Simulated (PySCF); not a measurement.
Species: `N#C[C@@H]1C[Si@@H](N)N[SiH2]1`. The columns A, B, C and D hold Mulliken, IAO, Hirshfeld and ESP-fitted charges (e) of one PBE0/pcSseg-1 density (PySCF), in a shuffled order. Coordinates in Å (GFN2-xTB); the density's dipole moment is (5.40, 2.11, -1.59) D.

```json
{"atom": "N1", "x": "-3.280", "y": "-1.694", "z": "0.924", "A": "-0.469", "B": "-0.250", "C": "-0.254", "D": "-0.277"}
{"atom": "C2", "x": "-2.290", "y": "-1.321", "z": "0.481", "A": "+0.259", "B": "+0.073", "C": "+0.125", "D": "+0.139"}
{"atom": "C3", "x": "-1.070", "y": "-0.811", "z": "-0.048", "A": "+0.003", "B": "-0.087", "C": "-0.577", "D": "-0.415"}
{"atom": "C4", "x": "0.000", "y": "-0.678", "z": "1.048", "A": "-0.380", "B": "-0.154", "C": "-0.494", "D": "-0.546"}
{"atom": "Si5", "x": "1.318", "y": "0.542", "z": "0.435", "A": "+0.811", "B": "+0.423", "C": "+1.021", "D": "+1.136"}
{"atom": "N6", "x": "2.498", "y": "-0.310", "z": "-0.490", "A": "-1.009", "B": "-0.320", "C": "-0.628", "D": "-0.855"}
{"atom": "N7", "x": "0.297", "y": "1.445", "z": "-0.647", "A": "-0.838", "B": "-0.332", "C": "-0.835", "D": "-0.945"}
{"atom": "Si8", "x": "-1.318", "y": "0.896", "z": "-0.893", "A": "+0.527", "B": "+0.392", "C": "+0.844", "D": "+0.924"}
{"atom": "H9", "x": "-0.714", "y": "-1.510", "z": "-0.810", "A": "+0.088", "B": "+0.063", "C": "+0.195", "D": "+0.186"}
{"atom": "H10", "x": "-0.466", "y": "-0.284", "z": "1.953", "A": "+0.115", "B": "+0.044", "C": "+0.159", "D": "+0.158"}
{"atom": "H11", "x": "0.399", "y": "-1.659", "z": "1.306", "A": "+0.130", "B": "+0.043", "C": "+0.154", "D": "+0.153"}
{"atom": "H12", "x": "1.824", "y": "1.442", "z": "1.479", "A": "-0.180", "B": "-0.092", "C": "-0.115", "D": "-0.173"}
{"atom": "H13", "x": "3.047", "y": "-1.024", "z": "-0.039", "A": "+0.371", "B": "+0.117", "C": "+0.188", "D": "+0.263"}
{"atom": "H14", "x": "3.075", "y": "0.210", "z": "-1.131", "A": "+0.387", "B": "+0.117", "C": "+0.188", "D": "+0.263"}
{"atom": "H15", "x": "0.617", "y": "2.298", "z": "-1.068", "A": "+0.395", "B": "+0.117", "C": "+0.207", "D": "+0.266"}
{"atom": "H16", "x": "-1.639", "y": "0.745", "z": "-2.313", "A": "-0.111", "B": "-0.076", "C": "-0.094", "D": "-0.136"}
{"atom": "H17", "x": "-2.305", "y": "1.727", "z": "-0.197", "A": "-0.098", "B": "-0.078", "C": "-0.085", "D": "-0.141"}
```

Task: Which column most likely holds the ESP-fitted charges?

Result: A. Σ q r misses the density's dipole by 0.03 D (A), 1.79 D (B), 1.97 D (D), 2.05 D (C). Charges fitted to the outside potential are the only set here that is tied to the molecule's multipoles.

Task: And the Hirshfeld charges?

Result: B. The mean sizes are 0.164 e (B), 0.363 e (C), 0.363 e (A), 0.410 e (D), and Hirshfeld charges are commonly the smallest of these schemes.

As computed, A = ESP-fitted, B = Hirshfeld, C = Mulliken, D = IAO. Hydrogens on carbon: ESP-fitted +0.09 to +0.13, Hirshfeld +0.04 to +0.06, Mulliken +0.15 to +0.19, IAO +0.15 to +0.19 e.

The ESP scheme is a least-squares fit of atom-centred charges to the potential on four shells outside the van der Waals surface, with the total charge fixed. The Hirshfeld scheme divides the density at each point in proportion to the densities of the neutral, spherically averaged free atoms.

Geometry: GFN2-xTB, one conformer, isolated molecule.

The run behind these numbers computed NMR shieldings as well. Time: 60 s of wall time; peak memory 0.86 GiB. Hardware: one thread, Arm Neoverse N1 (aarch64), shared host with 64 logical CPUs at a one-minute load of 62.
